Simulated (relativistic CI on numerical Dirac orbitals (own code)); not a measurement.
W LXI: what numerical and physical settings do to a radial Dirac CI calculation

Reference input:

```
atom W  Z=74  charge=60  electrons=14
nucleus A=184  rms_radius_fm=5.3658
hamiltonian dirac-coulomb  breit=on  qed=on  c_scale=1
orbitals kli  potential=per-configuration
slater_scale 1
correlation none
mixing on
grid step=0.0125 r_max=2.2
scf mixing=0.4 start=green max_iterations=150 tolerance=2e-08 node_fill=0.05
configurations
  [Ne] 3s2 3p2
  [Ne] 3s2 3p 3d
end
```

Computed lowest total energy -12057.60074 Ha, first excitation 2807957.6 cm⁻¹, 16 SCF steps. Runs with settings changed; * marks those that are bad on purpose:

```
                                                                Changed        Outcome  Lowest level    ΔE (Ha)  First excitation (cm⁻¹)  SCF steps               Message
                                                         grid step 0.04      converged      3p2 3P_0   0.000446                2807957.0         16                      
Slater scale 0.5, iteration limit 30, node fill of the KLI weights 0.01      converged      3p2 3P_0     -0.078                2858180.3         16                      
                                                          QED terms off      converged      3p2 3P_0      -11.6                2804984.1         16                      
                                           start potential thomas-fermi      converged      3p2 3P_0  -3.32e-09                2807957.6         16                      
                                         end of the grid at 0.18 bohr *  not converged                                                            9  orbital 1s not found
                                                       Slater scale 2 *      converged      3p2 3P_0      0.143                2712654.2         16
```
